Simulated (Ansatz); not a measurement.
Basis-set extrapolation for C2H6AlCl (PBE0-D4/def2-TZVP geometry, frozen core, Ansatz 0.2.0). Multiplicity 1, RHF reference.

|  | def2-TZVPP | def2-QZVPP |
| --- | --- | --- |
| HF | -780.737407 | -780.761144 |
| MP2 correlation | -0.615928 | -0.664009 |
| CCSD(T) correlation | -0.696391 | not run |

Energies in hartree. Use E(X) = E(∞) + A·exp(−7.88·√X) for Hartree–Fock and E(X) = E(∞) + B·X^(−2.97) for correlation, with X = 3 and 4, and add CCSD(T) minus MP2 of the smaller set to the MP2 limit.

Problem. What is the CCSD(T) energy at the basis-set limit?

Solution. HF limit: -780.761144 + (-0.023737) × 0.13774 = -780.76441. MP2 limit: -0.664009 + (-0.048081) × 0.74074 = -0.69962. Higher-order term: -0.696391 − (-0.615928) = -0.08046. Total: -781.54449 hartree, 3.01 eV below CCSD(T)/def2-TZVPP.
